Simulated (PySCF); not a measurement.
**Magnetic susceptibility: `[SiH3][Ge@H]([Cl])[GeH3]`, ClGe$_{2}$H$_{7}$Si**

Geometry (Å), atoms numbered from 1 in this order:
```xyz
11

Si   -1.979   -0.463    0.349
Ge   -0.029    0.889    0.135
Cl   -0.362    2.023   -1.708
Ge    2.031   -0.331   -0.236
H    -1.907   -1.275    1.602
H    -3.193    0.406    0.378
H    -2.037   -1.376   -0.831
H     0.105    1.942    1.254
H     2.387   -1.158    1.014
H     1.831   -1.277   -1.431
H     3.172    0.654   -0.542
```

Computed with GIAO CAM-B3LYP/pcSseg-1 magnetisability, rotational g tensor and spin-rotation constants, non-relativistic, gas phase in PySCF 2.14.0. Geometry: PBE0-D3(BJ)/def2-SVP.

The calculation is non-relativistic, which matters for the atoms heavier than Zn.

Q: How diamagnetic is it, and how anisotropic?

A: Isotropic -1644 × 10⁻³⁰ J/T², or -99.0 × 10⁻⁶ cm³/mol; principal values -1733, -1610, -1587 × 10⁻³⁰ J/T², anisotropy 136 × 10⁻³⁰ J/T² (root of half the summed squared differences of the principal values). The susceptibility is in cgs units.

Q: Split it along the inertial axes a, b, c into diamagnetic and paramagnetic parts about the centre of mass, with the quadrupole moment.

A: 
```tsv
axis	χ (10⁻⁶ cm³/mol)	diamagnetic (10⁻⁶ cm³/mol)	paramagnetic (10⁻⁶ cm³/mol)	summed x² of all electrons (Å²)	quadrupole Θ (D Å)
a	-97.8	-718.2	620.3	239.5	+1.26
b	-102.1	-1179.4	1077.4	130.7	-3.21
c	-97.0	-1570.7	1473.6	38.5	+1.95
```
Anisotropies 2χaa − χbb − χcc = +3.4 and 2χbb − χaa − χcc = -9.3 × 10⁻⁶ cm³/mol. Θ is traceless in Buckingham's convention.

Q: And the rotational g tensor?

A: 
| axis | rotational constant (GHz) | g | nuclear part | electronic part |
| --- | --- | --- | --- | --- |
| a | 1.9395 | -0.0205 | 0.5447 | -0.5652 |
| b | 1.0186 | -0.0075 | 0.5081 | -0.5155 |
| c | 0.7501 | -0.0083 | 0.5109 | -0.5193 |

Asymmetric top; isotopes 35Cl, 74Ge, 1H, 28Si; no vibrational averaging.
